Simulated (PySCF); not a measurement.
Geometry:
```
atom   x (Å)   y (Å)   z (Å)
  C1   2.805  -0.391   0.155
  N2   1.594   0.291  -0.215
 Si3   0.162   0.259   0.717
  C4  -1.159  -1.080   0.556
  C5  -2.266  -0.482   0.136
  C6  -2.151   0.994  -0.091
  O7  -0.831   1.410   0.101
  H8   2.848  -0.458   1.239
  H9   3.677   0.165  -0.197
 H10   2.856  -1.407  -0.253
 H11   1.528   0.459  -1.207
 H12   0.529   0.531   2.106
 H13  -1.115  -2.137   0.759
 H14  -3.222  -0.948  -0.053
 H15  -2.463   1.264  -1.108
 H16  -2.801   1.536   0.611
```

- GIAO PBE0/pcSseg-1 shieldings
- coordinates at the GFN2-xTB level
- code: PySCF 2.14.0 with density-fitted response routines
- rapidly exchanging positions averaged, single conformer, no solvent, relativity neglected

Scale: $^{13}$C (σref 186.93) and $^{1}$H (σref 31.72) and $^{29}$Si (σref 349.16) against TMS; $^{15}$N (σref 267.73) against NH3; $^{17}$O (σref 336.08) vs H2O (reference shieldings calculated alike).

| atoms | nucleus | count | Hirshfeld charge | δ (ppm) |
| --- | --- | --- | --- | --- |
| C5 | $^{13}$C | 1 | -0.04 | 159.5 |
| O7 | $^{17}$O | 1 | -0.24 | 40.4 |
| Si3 | $^{29}$Si | 1 | 0.42 | -3.6 |
| C6 | $^{13}$C | 1 | 0.00 | ? |
| H8/H9/H10 | $^{1}$H | 3 | 0.04 | 2.86 |
| N2 | $^{15}$N | 1 | -0.24 | 34.2 |
| C1 | $^{13}$C | 1 | -0.07 | ? |
| C4 | $^{13}$C | 1 | -0.17 | 134.0 |
| H16 | $^{1}$H | 1 | 0.04 | 4.70 |
| H11 | $^{1}$H | 1 | 0.12 | ? |
| H14 | $^{1}$H | 1 | 0.05 | ? |
| H12 | $^{1}$H | 1 | -0.09 | 5.35 |
| H15 | $^{1}$H | 1 | 0.04 | 4.72 |
| H13 | $^{1}$H | 1 | 0.04 | 6.25 |

Question: Fill in the missing shifts.

Answer: 
- C6: 75.0 ppm, allylic sp3 CH2 bonded to O; deshielded by the electronegative neighbour
- C1: 28.3 ppm, methyl carbon bonded to N; deshielded by the electronegative neighbour
- H14: 7.21 ppm, hydrogen on an alkene CH; olefinic region
- H11: 0.58 ppm, hydrogen on a nitrogen bonded to C, Si; labile proton, position sensitive to the medium

OH and NH positions are those of a molecule without intermolecular hydrogen bonds; in solution they move with solvent, concentration and temperature, and exchange usually removes their couplings. Shifts are as computed. Against solution values, carbons near 30 ppm lie about +3 ppm off and those near 130 ppm about +5 ppm. Of 1309 compounds with measured shifts, 239 miss one by over three times the rms of a fit or turn the order of signals round; such compounds aren't used in these exercises. Experimental scales use liquid or dissolved standards, which lie at an offset from isolated NH3 (liquid NH3: subtract about 20 ppm) and H2O (liquid H2O: subtract about 36 ppm).
